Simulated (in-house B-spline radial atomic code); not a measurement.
RPA and G0W0 on HSE06: Ba⁺

Configuration [Xe] 6s1, highest spin, mean-field start HSE06. Computed with a B-spline radial code for spherical atoms: all electrons, scalar-relativistic (spin-free one-electron X2C), finite nucleus, each spin shell either full or empty, empty states to l = 9 with an (l + 1/2)⁻⁴ tail; G0W0 by contour deformation at full frequency.

RPA overbinds a lone outer s electron by self-correlation, and G0W0 tends to as well.

Command:
```bash
python run_gw.py task.json out
```
Settings (radii: box in bohr, nucleus in fm):
```
Z                        56
electrons                55
configuration            [Xe] 6s1
hamiltonian              x2c
method                   hse06
lmax                     9
rms_radius               4.8378
spin_polarised           True
box_radius               23.78
intervals                70
ion_configuration        [Kr] 4d10 5s2 5p6
```

Time taken, with all properties: 11 s on 1 thread of Arm Neoverse V1, with other jobs on the host.

Energies (hartree):

```tsv
term	value
mean-field total	-8134.16574
Hartree-Fock functional on these orbitals	-8131.50173
direct second order	-4.9085
second-order exchange	1.3403
SOSEX correction	1.2457
```

(1) What is the RPA correlation energy, and what remains with SOSEX?

Quasi-particle levels (eV):

```csv
level,occupied,mean field,Σx - vxc,Σc,QP weight,G0W0
6s up,yes,-8.055,-1.30,?,?,?
5d up,no,-6.734,4.12,-1.75,0.640,-4.360
```

G0W0 = mean field + (Σx - vxc) + Σc, with Σc (partial-wave tail included) taken at the quasi-particle energy. Only the outer levels were computed. Levels of low weight are left out.

(2) Where does G0W0 put 6s up?

(3) What does it cost to remove one electron (to [Kr] 4d10 5s2 5p6) by differences of total energies, each species on its own start (correlation terms add to the Hartree-Fock functional)?

## Answers

(1) RPA gives -4.2944 hartree (-2.12 eV per electron); RPA + SOSEX gives -3.0486, and the second-order doubles -3.5682 hartree (no singles). RPA lacks exchange-type terms and so overcorrelates at short range.

(2) At -10.437 eV, with Σc = -1.09 eV and a quasi-particle weight of 0.899. The tabulated removal energy is 10.004 eV (NIST, measured); the calculation leaves out spin-orbit coupling, Breit and QED terms, and what these don't explain is the method's own error.

(3) HSE06 10.030 eV, Hartree-Fock functional 9.337 eV, + RPA 10.448 eV, + RPA + SOSEX 9.904 eV, + second order 10.418 eV. Tabulated: 10.004 eV (NIST, measured); the calculation leaves out spin-orbit coupling, Breit and QED terms, and what these don't explain is the method's own error.
